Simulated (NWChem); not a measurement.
System: C2H5BO3; SMILES OCB1OCO1

```xyz
11

O      0.4114    -2.3138    -0.1614
C     -0.6472    -1.4144     0.0694
B     -0.2315     0.0908    -0.0024
O     -0.9620     1.2671    -0.0154
C      0.3147     1.8832    -0.0313
O      1.0325     0.6581    -0.0182
H      1.1870    -1.9901     0.3081
H     -1.1578    -1.5994     1.0409
H     -1.4250    -1.6045    -0.6910
H      0.5026     2.4907     0.8695
H      0.4928     2.4653    -0.9507
```
Atoms are numbered in this order, from 1.

Computed with NWChem. STO-3G and 3-21G are far too small for this property and stand as cheap habits. Coordinates come from a PBE0/def2-SVP optimisation. GIAO values for the isolated, static molecule; σ is the absolute isotropic shielding, δ = σ(reference) − σ with the isolated reference molecule computed at the same levels (11B: boron trifluoride, 13C: tetramethylsilane, 1H: tetramethylsilane, 17O: water).

For level Hartree-Fock/STO-3G:

- δ C2 (ppm) = 39.7
- δ B3 (ppm) = 36.2
- δ O4 (ppm) = 76.2
- δ O6 (ppm) = 78.0
- δ H8 (ppm) = 1.67
- δ H9 (ppm) = 1.96
- δ H11 (ppm) = 3.75

What are these values for level PBE/pcSseg-1?


- δ C2 (ppm): 52.5
- δ B3 (ppm): 25.8
- δ O4 (ppm): 194.0
- δ O6 (ppm): 200.6
- δ H8 (ppm): 3.88
- δ H9 (ppm): 3.69
- δ H11 (ppm): 6.17
